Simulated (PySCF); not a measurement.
Species: C7H11N3.
Atom-mapped SMILES: `[CH3:1][C:2]([CH3:3])([CH3:4])[c:5]1[n:6][cH:7][cH:8][n:9][n:10]1` (hydrogens: H11, H12, H13 on C1; H14, H15, H16 on C3; H17, H18, H19 on C4; H20 on C7; H21 on C8)

Level: PBE0/pcSseg-1 in PySCF, non-relativistic, on one gas-phase PBE0-D3(BJ)/def2-SVP geometry that isn't relaxed in the solvent. The solvent is an IEF-PCM continuum (van der Waals radii × 1.2). Specific hydrogen bonds and non-electrostatic terms are outside this model.

Gas phase at PBE0/pcSseg-1: HOMO -6.79 eV, LUMO -2.00 eV, dipole 2.18 D.

Problem. What does the continuum do to the energy, the frontier levels and the dipole at PBE0/pcSseg-1 in cyclohexane and dimethylsulfoxide?

Solution. 
```csv
solvent,ε,E(solvent) − E(gas) (kcal/mol),polarisation term (kcal/mol),distortion of the solute (kcal/mol),HOMO (eV),LUMO (eV),dipole (D)
cyclohexane,2.017,-2.57,-2.74,0.17,-6.84,-2.00,2.50
dimethylsulfoxide,46.83,-6.92,-8.31,1.39,-6.97,-2.03,3.11
```

Polarisation term: ½ Σ q·V over the induced surface charges. Distortion: the rise of the solute's own energy as its density leaves the gas-phase optimum. From cyclohexane to dimethylsulfoxide the lowering changes by a factor 2.69, Onsager's factor (ε − 1)/(2ε + 1) by 2.40 and ε itself by 23.2.

Problem. Which radius a makes the point-dipole formula ΔE = −[(ε − 1)/(2ε + 1)]·μ²/a³ give the value in dimethylsulfoxide, with the gas-phase dipole?

Solution. μ = 0.857 au and |ΔE| = 0.01102 Eh give a = 1.68 Å; the farthest nucleus lies 4.32 Å from the centroid of the nuclei, so such a sphere wouldn't even hold the nuclei. The formula assumes a rigid point dipole at the centre of a sphere.

Problem. Which Hirshfeld charges (PBE0/pcSseg-1) respond most in cyclohexane (means over atoms taken as equivalent)?

Solution. 
| atoms | environment | gas (e) | solvent (e) | change |
| --- | --- | --- | --- | --- |
| N9 | pyridine-type nitrogen | -0.088 | -0.100 | -0.012 |
| N10 | pyridine-type nitrogen | -0.084 | -0.093 | -0.009 |
| H20 | aromatic hydrogen | +0.066 | +0.072 | +0.006 |
| C7 | aromatic CH next to a ring nitrogen | +0.036 | +0.042 | +0.006 |
| H21 | aromatic hydrogen | +0.065 | +0.070 | +0.005 |
| C8 | aromatic CH next to a ring nitrogen | +0.004 | +0.008 | +0.004 |
| N6 | pyridine-type nitrogen | -0.127 | -0.130 | -0.003 |
| C5 | substituted aromatic carbon | +0.134 | +0.135 | +0.001 |

Problem. How do the nuclear quadrupole coupling constants eQVzz/h respond in cyclohexane?

Solution. 
| nucleus | Q (barn) | gas (MHz) | solvent (MHz) | η gas | η solvent |
| --- | --- | --- | --- | --- | --- |
| 14N at N6 | 0.02044 | -5.51 | -5.47 | 0.45 | 0.45 |
| 14N at N9 | 0.02044 | -6.60 | -6.52 | 0.31 | 0.30 |
| 14N at N10 | 0.02044 | -5.98 | -5.90 | 0.10 | 0.09 |

On an Intel Xeon Platinum 8488C with one thread, shared host with 192 logical CPUs at a one-minute load of 25, this took 44 s wall and 1.3 GiB of memory at its peak. This is the whole shielding run at PBE0/pcSseg-1 in dimethylsulfoxide, SCF included.

Conformer computed: `[CH3:1][C:2]([CH3:3])([CH3:4])[c:5]1[n:6][cH:7][cH:8][n:9][n:10]1`: C1–C2–C5–N6 117°.
